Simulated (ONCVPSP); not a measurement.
## Plane-wave convergence, ONCV potential for indium

ONCVPSP 4.0.1 input, shortened (lines: element, Z, core and valence counts, functional; n l f; lmax; l rc ep ncon nbas qcut; lloc lpopt rc5 dvloc0; l nproj debl; icmod fcfact rcfact), PBE, fully relativistic:

```
  In 49.00    8    3        4      upf
    1    0    2.00
    2    0    2.00
    2    1    6.00
    3    0    2.00
    3    1    6.00
    3    2   10.00
    4    0    2.00
    4    1    6.00
    4    2   10.00
    5    0    2.00
    5    1    0.50
    2
    0    1.95    0.00    4    8    2.60
    1    2.70    0.00    4    7    2.40
    2    1.70    0.00    4    8   11.10
    4    2    1.25    1.00
    0    3    1.00
    1    2    1.50
    2    2    2.70
    3    2.75    1.35
```

Open shells are filled in proportion to 2j + 1.

For each optimised wave give the share of its norm inside rc, the residual kinetic energy above qcut (Ha) and the cutoffs (Ha) for errors of 10, 1, 0.1 and 0.01 mHa per electron.

```
               wave  norm inside rc  residual KE  10 mHa  1 mHa  0.1 mHa  0.01 mHa
                 5s           0.269      1.1e-02     3.5   15.2     38.9      46.0
      s projector 2           0.171      3.2e-02     4.5   35.2     60.9      72.3
      s projector 3           0.107      9.8e-02     6.6   23.1     78.6      90.5
           5p j=3/2           0.322      1.7e-03     1.0    3.8     16.5      20.2
p projector 2 j=3/2           0.148      2.4e-02     3.9    9.2     19.4      23.2
           5p j=1/2           0.361      1.6e-03     1.1    3.8     16.7      20.4
p projector 2 j=1/2           0.149      2.0e-02     3.8    9.3     20.4      24.6
           4d j=5/2           0.853      5.2e-09    29.0   36.5     42.9      48.1
d projector 2 j=5/2           0.099      4.3e-09    26.5   34.9     42.2      48.1
           4d j=3/2           0.862      5.2e-09    29.4   36.8     43.2      48.4
d projector 2 j=3/2           0.100      4.8e-09    26.8   35.3     42.5      48.4
```

The occupied waves need 37 Ha and 43 Ha for 1 and 0.1 mHa. Note: ghosts flagged at negative energy: s at -139.4 eV; GHOST(+) flagged for p3/2 at 76.9 eV, s at 94.8 eV, s at 466.1 eV. A true bound ghost makes a file unfit for plane-wave use.
